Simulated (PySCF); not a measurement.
C7H12SSi.
Numbering: `[CH3:1][C:2]#[C:3][Si:4]1([CH2:5][CH3:6])[CH2:7][S:8][CH2:9]1`

Cartesian coordinates in Å at the GFN2-xTB level; atoms count from 1:
```
atom  x, y, z in Å
C1     3.7852   -0.1682    0.3927
C2     2.3487   -0.2336    0.2723
C3     1.1477   -0.2903    0.1741
Si4   -0.6880   -0.4012    0.0246
C5    -1.5760    1.1761    0.5985
C6    -1.0491    2.4152   -0.1141
C7    -1.3440   -2.0534    0.7395
S8    -1.7213   -2.7331   -0.9233
C9    -1.2103   -1.1326   -1.6703
H10    4.0946   -0.5704    1.3570
H11    4.2505   -0.7518   -0.4009
H12    4.1195    0.8659    0.3153
H13   -2.6515    1.0947    0.4334
H14   -1.4319    1.2947    1.6727
H15   -1.2025    2.3376   -1.1880
H16   -1.5564    3.3110    0.2399
H17    0.0168    2.5303    0.0667
H18   -2.2501   -2.0156    1.3381
H19   -0.6157   -2.6841    1.2399
H20   -2.0576   -0.6741   -2.1745
H21   -0.4176   -1.3001   -2.3941
```

NICS = −σ at a ghost point: NICS(0) at the centroid of the ring atoms, NICS(1) 1 Å to either side along the normal of their mean plane, zz for the tensor component along that normal. Level: GIAO PBE0/pcSseg-1 (PySCF, non-relativistic, gas phase) on the GFN2-xTB geometry, one conformer.

Ring bond lengths (Å), with Mayer bond orders in brackets: Si4–C7 1.916 (0.83), C7–S8 1.836 (1.01), S8–C9 1.839 (1.01), C9–Si4 1.918 (0.83).

Q: What do the NICS probes read (ppm)?

A: 
| ring | type | NICS(0) | NICS(1), two faces | NICS(1)zz, two faces | rms pucker (Å) | centre to ring atoms, mean (Å) |
| --- | --- | --- | --- | --- | --- | --- |
| Si4–C7–S8–C9 | 4-membered ring with S and Si; formal bonds all single | -1.6 | 0.1 / 0.2 | 7.1 / 7.0 | 0.03 | 1.33 |

Q: What can be read from them?

A: 
- Si4–C7–S8–C9: mean NICS(1)zz 7.1 ppm, deshielded. Si4, C7, C9 have four or more neighbours, and the NICS criterion for π rings isn't applied.

Q: At the second NICS(1) probe listed for ring Si4–C7–S8–C9, 1 Å off the ring, what do the in-plane components average?

A: The isotropic value is a third of the trace: (3 × 0.2 − (7.0))/2 = -3.2 ppm.

Q: Give the inner angles of the rings and the Hirshfeld charges of the ring atoms.

A: 
- Si4–C7–S8–C9: Si4 84.7° (+0.415 e), C7 93.0° (-0.177 e), S8 89.3° (-0.035 e), C9 92.8° (-0.175 e); sum 359.8° against 360° for a flat convex ring.

Q: How shielded are the nuclei of the rings and their hydrogens (means over atoms taken as equivalent)?

A: 
```json
{"atoms": "Si4", "environment": "four-coordinate silicon", "σ isotropic (ppm)": "351.7"}
{"atoms": "C7 (×2)", "environment": "sp3 carbon bound to sulfur", "σ isotropic (ppm)": "162.7"}
{"atoms": "S8", "environment": "sulfide sulfur", "σ isotropic (ppm)": "558.0"}
{"atoms": "H18 (×2)", "environment": "methylene hydrogen", "σ isotropic (ppm)": "29.18"}
{"atoms": "H19 (×2)", "environment": "methylene hydrogen", "σ isotropic (ppm)": "29.13"}
```

On one thread, Arm Neoverse V1 (aarch64), no GPU, shared host with 32 logical CPUs at a one-minute load of 26, this took 49 s of wall time and 1.1 GiB of memory at its peak. This is the whole shielding run at PBE0/pcSseg-1, SCF included.
